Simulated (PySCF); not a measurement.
## How methods differ on the ionisation energy of Ca³⁺

Ca³⁺ [Ne] 3s2 3p5 (2P) → Ca⁴⁺ [Ne] 3s2 3p4 (3P), as a difference of total energies. Computed with PySCF 2.14 in an uncontracted even-tempered set (19 s from 0.054 bohr⁻², ratio 2.5; 13 p from 0.071 bohr⁻², ratio 2.5; 5 d from 1.5 bohr⁻², ratio 2.7; 5 f from 2.3 bohr⁻², ratio 2.7), with the non-relativistic Hamiltonian (point nucleus). Correlated levels: outer shells: 1s2 frozen; virtual orbitals above 40 to 60 times the deepest correlated orbital energy dropped. The calculations carry no spin-orbit coupling.

| method | ionisation energy (eV) | plus first-order spin-orbit estimate | difference from reference of that sum (eV) |
| --- | --- | --- | --- |
| UHF | 65.719 | 65.709 | -1.564 |
| LDA | 67.275 | 67.265 | -0.008 |
| PBE | 67.038 | 67.028 | -0.245 |
| PBE0 | 67.070 | 67.059 | -0.214 |
| r2SCAN | 67.157 | 67.146 | -0.127 |
| BP86 | 67.177 | 67.166 | -0.107 |
| PBEsol | 66.983 | 66.972 | -0.301 |
| MP2 (outer shells) | 66.560 | 66.549 | -0.724 |
| SCS-MP2 (outer shells) | 66.544 | 66.533 | -0.740 |

Reference: 67.273 eV (semi-empirical (NIST evaluation); NIST Atomic Spectra Database, ionization energies).

A first-order spin-orbit estimate (lowest level to lowest level, LS coupling) adds -0.010 eV.

These non-relativistic numbers lack the scalar-relativistic shift.
